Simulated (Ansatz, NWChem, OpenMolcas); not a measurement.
A small benchmark: dipole moment

6 molecules; the dipole moment in D, computed less measured. Shapes, held fixed at every level: PBE0-D4/def2-TZVP. No vibrational averaging. Dipoles are compared by magnitude; molecules under 1 D, whose direction can flip, are left out. Programs: Ansatz 0.2.0, NWChem 7.3.0, OpenMolcas 26.06. A level may come from different programs for different species; with the same settings they agree closely. Measured values: NIST CCCBDB.

Levels: A = HF/cc-pVTZ; B = r2SCAN-D4/def2-TZVPP; C = B3LYP-D4/def2-TZVPP.

```csv
molecule,measured,A,B,C
BrF (bromine fluoride),1.42,+0.30,-0.17,-0.02
HF (hydrogen fluoride),1.82,+0.13,+0.02,+0.03
HCN (hydrogen cyanide),2.98,+0.28,+0.04,+0.05
HNC (hydrogen isocyanide),3.05,-0.13,+0.09,+0.03
CH3N (methanimine),2.00,+0.17,-0.04,-0.01
CH4S (methanethiol),1.52,+0.13,+0.08,0.00
```

(1) Which level does best on this set, which worst, and which err to one side?

Results:

(1) 
```
               level           kind  mean error  mean absolute error  worst case
          HF/cc-pVTZ   Hartree–Fock      +0.147                0.190         BrF
r2SCAN-D4/def2-TZVPP       meta-GGA      +0.003                0.073         BrF
 B3LYP-D4/def2-TZVPP  global hybrid      +0.013                0.023         HCN
```

On this set B3LYP-D4/def2-TZVPP has the smallest mean absolute error and HF/cc-pVTZ the largest. HF/cc-pVTZ is too high in 5 of 6; r2SCAN-D4/def2-TZVPP is too high in 4 of 6. Relativity is left out for Br. The set is small.
